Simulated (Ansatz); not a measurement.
Reaction (redistribution): `C=C[B](C)[GaH][F]` + `N=C[SeH]` → `[F][GaH][SeH]` + `C=CB(C)C=N`

Calculated with Ansatz (gas phase, PBE0-D4/def2-TZVP geometries, no zero-point term in ΔE). CCSD(T)/CBS adds triple-zeta CCSD(T) − MP2 to the extrapolated MP2 energy (def2 sets, frozen cores). For Ga, Se outer-core shells are correlated without core-valence functions, which leaves a few kJ/mol of doubt a bond. Scalar relativity is left out up to krypton. Each species was taken in one conformer, which may not be the lowest.

```json
{"species": "`C=C[B](C)[GaH][F]`", "CCSD(T)/CBS(def2) energy (Eh)": "-2166.91140"}
{"species": "`N=C[SeH]`", "CCSD(T)/CBS(def2) energy (Eh)": "-2495.22891"}
{"species": "`[F][GaH][SeH]`", "CCSD(T)/CBS(def2) energy (Eh)": "-4425.71391"}
{"species": "`C=CB(C)C=N`", "CCSD(T)/CBS(def2) energy (Eh)": "-236.48488"}
```

Question: Work out ΔE.

Answer: ΔE = (-4425.71391) + (-236.48488) − (-2166.91140) − (-2495.22891) = -0.05848 Eh = -1.59 eV.

Question: What do rigid-rotor, harmonic-oscillator terms from PBE0-D4/def2-TZVP frequencies (298.15 K, 1 bar) make of the CCSD(T)/CBS value? (Estimate.)

Answer: The calculation gave: ΔZPE = +0.03 eV, ΔH = -1.56 eV, ΔS = -5 J/(mol·K), ΔG = -1.55 eV. Modes under 50 cm⁻¹ make the entropy rough.

Largest T1 diagnostic among the species: 0.013.

From PBE to PBE0 (25 % exact exchange), in def2-TZVPP and without D4, ΔE moves by −0.12 eV. In def2-TZVPP, CCSD(T) changes the Hartree–Fock value by +0.21 eV (the triples alone add +0.02 eV) and MP2 by +0.20 eV.
